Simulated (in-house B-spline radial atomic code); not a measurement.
A run on In⁻ that did not converge. Method: scalar-relativistic (X2C) HSE06, spin-polarised, spherical fractional occupations, exact exchange averaged over the configuration, Fermi nucleus of rms radius 4.6156 fm; computed with an all-electron radial atomic-structure program (B-spline basis).

Command:
```bash
python run_scf.py task.json out
```
Settings (nuclear radius in fm, mass in u):
```
Z                49
configuration    [Kr] 4d10 5s2 5p2
hamiltonian      x2c
method           hse06
spin_polarised   True
nucleus          fermi
rms_radius       4.6156
atomic_mass      114.90388
speed_of_light   137.035999084
exact_exchange   averaged over the configuration
```

First and last ten iterations of the last attempt (damped for 15 steps, keeping 80 % of the old Fock matrix, then DIIS):
```
 iter        energy (Eh)    residual
    1       -5879.318078    4.70e-01
    2       -5879.132495    1.84e-01
    3       -5880.081189    1.07e-01
    4       -5880.439665    6.27e-02
    5       -5880.376693    3.83e-02
    6       -5880.577578    2.57e-02
    7       -5880.604411    1.61e-02
    8       -5880.613560    1.03e-02
    9       -5880.616996    6.78e-03
   10       -5880.417544    2.17e-02
  111       -5880.608973    7.11e-03
  112       -5880.617450    1.70e-03
  113       -5880.414405    2.23e-02
  114       -5880.414089    2.24e-02
  115       -5880.414023    2.26e-02
  116       -5880.413463    2.29e-02
  117       -5880.412991    2.34e-02
  118       -5880.411166    2.33e-02
  119       -5880.411268    2.34e-02
  120       -5880.414385    2.29e-02
 not converged after 120 iterations
```

The smallest residual met was 4.3e-04; the threshold is about 5e-07. No energy from this run should be used. Cost of the run: 27 s on 1 thread of Arm Neoverse N1, with other jobs on the host.
